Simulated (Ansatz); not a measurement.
Cost and result for the atomization energy of CH4InNO3, SMILES `[NH2][In]([OH])[C](=O)O` (10 atoms, 9 bonds).

```csv
atom,x (Å),y (Å),z (Å)
N1,-0.8350,-0.5219,-2.0830
In2,0.0913,-0.4992,-0.3061
O3,0.9483,-2.2489,0.0714
C4,0.4566,1.2152,1.0020
O5,1.4763,1.8411,1.0495
O6,-0.6073,1.4984,1.7780
H7,-1.5868,0.1296,-2.2486
H8,-1.0792,-1.4298,-2.4509
H9,1.5025,-2.2459,0.8545
H10,-0.3668,2.2614,2.3333
```

Charge 0, multiplicity 1. Correlated methods include outer-core shells of In, which these sets cover unevenly. In: def2 effective core potential. The structure was optimised at the PBE0-D4/def2-TZVP level. It is one conformer, not always the lowest. Program: Ansatz. Hardware: A = 2 threads of an AMD EPYC 7R13 on a shared host; B = 2 threads of an AMD EPYC 7R13 on a shared host and a share of an NVIDIA H100 80 GB. Times are those of one run each, without the atoms' runs, and a repeat can differ threefold. Electronic energies, without spin–orbit coupling; frozen cores. CCSD(T)/CBS adds CCSD(T) − MP2 in def2-TZVPP to the MP2 limit, and its time is that of the two runs behind it. T1 = 0.017. With those shells the extrapolation isn't a true limit.

CCSD(T)/CBS is a level of theory with its own doubt, some kJ/mol a heavy atom from the limit and from the frozen cores, so smaller differences don't rank the functionals.

```
                                 level  functions  wall time
            LDA (SPW92)/def2-TZVPP [A]        261      2.9 s
              revPBE-D4/def2-TZVPP [A]        261        4 s
                  CCSD(T)/def2-SVP [B]        116      4.8 s
   PBE-D4/def2-TZVPP (with forces) [A]        261      4.9 s
               BHLYP-D4/def2-TZVPP [A]        261        7 s
           CAM-B3LYP-D4/def2-TZVPP [A]        261        8 s
r2SCAN-D4/def2-TZVPP (with forces) [A]        261        8 s
                CCSD(T)/def2-TZVPP [B]        261        8 s
                    MP2/def2-QZVPP [B]        487        9 s
                 B2PLYP/def2-TZVPP [A]        261       13 s
               PBE-QIDH/def2-TZVPP [A]        261       13 s
                 B97M-V/def2-TZVPP [A]        261       13 s
                     CCSD(T)/CBS(def2)          –       17 s
```

Problem. What atomization energy does each give, and how far from CCSD(T)/CBS? (Estimate.)

Solution. Computed: 
```csv
level,atomization (kcal/mol),difference from CCSD(T)/CBS,per bond
LDA (SPW92)/def2-TZVPP [A],1044.6,167.8,18.6
revPBE-D4/def2-TZVPP [A],872.6,-4.2,-0.5
CCSD(T)/def2-SVP [B],801.9,-74.9,-8.3
PBE-D4/def2-TZVPP (with forces) [A],907.0,30.2,3.4
BHLYP-D4/def2-TZVPP [A],814.6,-62.2,-6.9
CAM-B3LYP-D4/def2-TZVPP [A],874.0,-2.8,-0.3
r2SCAN-D4/def2-TZVPP (with forces) [A],873.3,-3.5,-0.4
CCSD(T)/def2-TZVPP [B],843.7,-33.1,-3.7
MP2/def2-QZVPP [B],894.3,17.5,1.9
B2PLYP/def2-TZVPP [A],860.5,-16.3,-1.8
PBE-QIDH/def2-TZVPP [A],856.4,-20.4,-2.3
B97M-V/def2-TZVPP [A],868.1,-8.7,-1.0
CCSD(T)/CBS(def2),876.8,0.0,0.0
```

From PBE to PBE0 (25 % exact exchange), in def2-TZVPP and without D4, the atomization energy moves by −39.1 kcal/mol: exact exchange takes away binding that semilocal exchange gives to molecules. Leaving LDA and LC-ωPBE aside and taking each functional with its dispersion term where it has one, the values spread over 92.5 kcal/mol, from BHLYP-D4 to PBE-D4. LDA lies +141.9 kcal/mol from PBE without D4, its usual overbinding. At CCSD(T), def2-SVP lies −74.9 kcal/mol from the extrapolated value and def2-TZVPP −33.1 kcal/mol: correlation converges slowly with the basis, and small sets miss more of it in the bonded molecule than in its fragments.

Spin–orbit coupling would lower the free In atoms strongly, and the atomization energy with them, by more than many differences here.
